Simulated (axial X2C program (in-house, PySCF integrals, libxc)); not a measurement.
Low determinants of TaBr at the PBE0 level, spin-free

Calculated with an in-house all-electron X2C program for linear molecules (integrals from PySCF). Spin-free means the one-electron spin-free X2C Hamiltonian. Basis: Ta dyall-v3z [13s14p9d7f2g], Br dyall-v3z [8s9p6d1f] (cores contracted in-house); Gaussian nuclei, density fitting, unrestricted open shells. Masses: Ta 180.948 u, Br 78.918 u.

Search at 2.431 Å (vertical energies from the lowest determinant):

```csv
ΔE (eV),state,electrons beyond evenly filled partner blocks,"electrons in σ, π, δ, φ"
0.00,"M_S = 2, Λ = 1","σα, π+α, δ+α, δ-α",41 45 18 4
0.19,"M_S = 1, Λ = 0","δ+α, δ-α",42 44 18 4
0.19,"M_S = 2, Λ = 2","σα, π+α, π-α, δ+α",41 46 17 4
0.37,"M_S = 1, Λ = 3","π+α, δ+α",42 45 17 4
0.38,"M_S = 2, Λ = 0","2 × σα, δ+α, δ-α",42 44 18 4
0.47,"M_S = 1, Λ = 1","π-α, δ+α",42 45 17 4
0.99,"M_S = 2, Λ = 3","2 × σα, π+α, δ+α",42 45 17 4
```

Lowest determinant, M_S = 2, Λ = 1 (beyond evenly filled blocks: σα, π+α, δ+α, δ-α): Re = 2.421 Å, ωe = 257.1 cm⁻¹.

The determinant in row 2 of the search, M_S = 1, Λ = 0 (beyond evenly filled blocks: δ+α, δ-α), was followed along the bond at PBE0; measured from the minimum of the lowest determinant it gives:

Te = 0.174 eV (1402 cm⁻¹), Re = 2.383 Å, ωe = 261.3 cm⁻¹.

Q: Compare the bond of the determinant in row 2 with that of the lowest one.

A: At PBE0 its Re is 0.038 Å shorter and its force constant, which goes as ωe², is 1.03 times that of the lowest determinant. This determinant mixes spin states, so it has no term energy of its own.

The search compares states at one distance, so a state with another bond length can lie lower; it is not exhaustive and yields mostly the lowest determinant of each block pattern, so other components and higher states of one pattern are missing. These are energies of single determinants, not of spin-adapted states; PBE0 term energies can be off by some tenths of an eV, and the functional has no current term. The lowest determinant need not be the ground state where others lie within half an eV. Spin–orbit coupling is large for these atoms, so the spin-free order is a model. Row 2 is spin-contaminated (⟨S²⟩ = 2.45 against 2.00), so its values are not those of a pure state.
